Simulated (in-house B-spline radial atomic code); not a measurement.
Values are calculated unless marked as measured or tabulated.
**Correlation energy from the adiabatic connection: ω²r²/2 − Z/r, ω = 3.54, Z = 0.3**

Two electrons in a singlet, external potential ω²r²/2 − Z/r, ω = 3.54, Z = 0.3 (atomic units). Full CI in B-splines (partial waves to l = 8, correlation up to 0.6 % small) with the density held fixed gives W(λ) = <V_ee>_λ − U, and E_c is the integral of W(λ) − W(0) from 0 to 1.

```
   λ  W(λ) − W(0) (hartree)
   0                0.00000
0.02               -0.00196
0.05               -0.00487
0.12               -0.01157
0.25               -0.02362
 0.4               -0.03694
 0.6               -0.05377
 0.8               -0.06961
   1               -0.08454
```

Task: Integrate the table by the trapezoid rule.

Result: The strips give -0.00002, -0.00010, -0.00058, -0.00229, -0.00454, -0.00907, -0.01234, -0.01541, which sum to -0.04435 hartree. The direct value, W(1) − W(0) + T_c with T_c = 0.04013, is -0.04441; the curve is convex, so chords lie above it and the trapezoids fall short in size by 0.14 %.

Task: Now use only three numbers: W(0) = -1.4964, the initial slope W'(0) = -0.09825 (extrapolated from the first points) and the strong-coupling limit of the point-charge-plus-continuum model, W∞ = -2.0499. What do second-order theory and the interpolation W(λ) = W∞ + (W(0) − W∞)/√(1 + 2χλ) of Seidl, Perdew and Levy give?

Result: Second order keeps the slope alone: E_c = W'(0)/2 = -0.04913, +11 % in size against -0.04441. Matching the slope fixes χ = W'(0)/(W∞ − W(0)) = -0.09825/(-0.55350) = 0.17751. Integrating, with s = √(1 + 2χ) = 1.164050, E_c = −(W(0) − W∞)(s − 1)/(s + 1) = −0.55350 × 0.164050/2.164050 = -0.04196 hartree, -5.5 % in size against the full result. At λ = 1 the formula gives W − W(0) = -0.07801 against -0.08454. Part of the miss can come from the model's W∞.
